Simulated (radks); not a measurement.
Results of a calculation; reference values are marked as such.
All-electron atom: Pb LV in [Ar] 3d10. Level of theory: scalar-relativistic Kohn-Sham, PBE, spin-polarised, spherical densities, finite nucleus; Fermi nuclear charge, rms radius 5.5012 fm (a radial shooting solver on a logarithmic mesh with Libxc functionals).

Normalised radial functions P(r) = r R(r), r in bohr:

| r | 3p | 3d |
|---|---|---|
| 0.0006843 | 0.0074 | 0.0000 |
| 0.0009424 | 0.0126 | 0.0001 |
| 0.001308 | 0.0215 | 0.0001 |
| 0.001802 | 0.0362 | 0.0003 |
| 0.002501 | 0.0618 | 0.0007 |
| 0.003472 | 0.1049 | 0.0017 |
| 0.004781 | 0.1741 | 0.0041 |
| 0.006637 | 0.2880 | 0.0098 |
| 0.00914 | 0.4593 | 0.0226 |
| 0.01269 | 0.7129 | 0.0525 |
| 0.01761 | 1.0424 | 0.1182 |
| 0.02426 | 1.3826 | 0.2505 |
| 0.03367 | 1.5975 | 0.5095 |
| 0.04674 | 1.4095 | 0.9524 |
| 0.06437 | 0.5821 | 1.5701 |
| 0.08936 | -0.8739 | 2.2516 |
| 0.1231 | -2.2468 | 2.6282 |
| 0.1708 | -2.6386 | 2.3518 |
| 0.2371 | -1.7854 | 1.4579 |
| 0.3266 | -0.6784 | 0.5641 |
| 0.4533 | -0.1164 | 0.1072 |

3p: eigenvalue -6019.6 eV, 1 radial node at r = 0.0742 bohr, <r> = 0.172 bohr, 90 % of the charge inside 0.256 bohr. 3d: eigenvalue -5391.8 eV, 0 radial nodes, <r> = 0.155 bohr, 90 % of the charge inside 0.238 bohr.
